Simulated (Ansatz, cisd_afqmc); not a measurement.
System: Pb, charge 0, triplet.

Total energies in def2-SVPD, 4 correlated electrons, 9 frozen orbitals. Radicals and triplets start from unrestricted determinants; spin-orbit coupling is neglected. Cores are frozen in correlated methods (noble-gas shells, and filled d and f shells in the p block). Past Kr the def2 sets carry scalar-relativistic core potentials. AFQMC is phaseless with a CISD trial state; ± is one standard error, without the phaseless bias. Outlying blocks are dropped, and bars are widened where a walk drifts. Over all cases where full CI ran beside it in this data, AFQMC minus full CI had a median of +0.1 mEh and passed +0.4 mEh in a tenth of the cases. Spin-orbit terms, left out, reach several kcal/mol for Br and I, and more for heavier atoms.

```json
[
 {"method": "HF", "program": "Ansatz", "energy (Eh)": "-191.83350", "minus CCSDTQ (mEh)": "40.48"},
 {"method": "MP2", "program": "Ansatz", "energy (Eh)": "-191.86254", "minus CCSDTQ (mEh)": "11.44"},
 {"method": "CCSD", "program": "Ansatz", "energy (Eh)": "-191.87335", "minus CCSDTQ (mEh)": "0.63"},
 {"method": "CCSD(T)", "program": "Ansatz", "energy (Eh)": "-191.87380", "minus CCSDTQ (mEh)": "0.18"},
 {"method": "CCSDT(Q)", "program": "Ansatz", "energy (Eh)": "-191.87397", "minus CCSDTQ (mEh)": "0.01"},
 {"method": "CCSDTQ", "program": "Ansatz", "energy (Eh)": "-191.87398", "minus CCSDTQ (mEh)": "0.00"},
 {"method": "AFQMC/CISD", "program": "cisd_afqmc", "energy (Eh)": "-191.8739 ± 0.0001", "minus CCSDTQ (mEh)": "0.1 ± 0.1"}
]
```

Ansatz is a program for electronic structure.
